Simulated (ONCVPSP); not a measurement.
**Building the ONCV potential for molybdenum (PW91, fully relativistic).**

```json
{
  "Element": "Mo",
  "Generator": "ONCVPSP 4.0.1",
  "Type": "optimised norm-conserving Vanderbilt (ONCV)",
  "Functional": "PW91",
  "Relativity": "fully relativistic",
  "Frozen core": "[Ar] 3d10",
  "Valence charge": "14",
  "Reference configuration": "4s2 4p6 4d5 5p1",
  "Partial waves": "4s: rc 1.10 bohr, ncon 5, nbas 8, qcut 6.8 1/bohr, 1 projector; 4p+5p: rc 1.60 bohr, ncon 4, nbas 8, qcut 9.1 1/bohr, 2 projectors; 4d: rc 2.00 bohr, ncon 3, nbas 7, qcut 6.8 1/bohr, 2 projectors, debl 1.2 Ha",
  "Local potential": "polynomial inside 0.95 bohr (lpopt 5, dvloc0 6 Ha)",
  "Core correction": "Teter function, fcfact 3.75, rcfact 1.7"
}
```

Open shells are filled in proportion to 2j + 1.

All-electron outer shells of the reference configuration (PW91, scalar-relativistic, ld1.x):

| shell | level (eV) | outermost node (bohr) | outermost maximum (bohr) |
| --- | --- | --- | --- |
| 3d | -222.45 | – | 0.32 |
| 4s | -65.77 | 0.51 | 0.99 |
| 4p | -39.91 | 0.52 | 1.08 |
| 4d | -5.07 | 0.53 | 1.38 |
| 5p | -1.76 | 1.54 | 3.95 |

Q: Estimate the cutoffs (Ha) at which the residual kinetic energy of the hardest occupied pseudo-wave falls to 1 and 0.1 mHa per electron.

A: 40 Ha and 81 Ha.

Q: What does a ghost test show?

A: No bound ghost flagged; GHOST(+) flagged for s at 58.1 eV.

Q: Which valence shell sets the plane-wave cutoff?

A: 4s: 40 Ha for 1 mHa per electron, against 25 Ha for 4p.

Q: Tests: 4s2 4p6 4d5 5s1 5p0; 4s2 4p6 4d5 5p0; 4s2 4p6 4d4 5p0; 4s2 4p6 4d5.5 5s0.5 5p0. Which has the largest error in its energy relative to the reference configuration, and how large is it?

A: 4s2 4p6 4d5 5s1 5p0, with +165 meV (all-electron minus pseudo) on -3.17 eV.
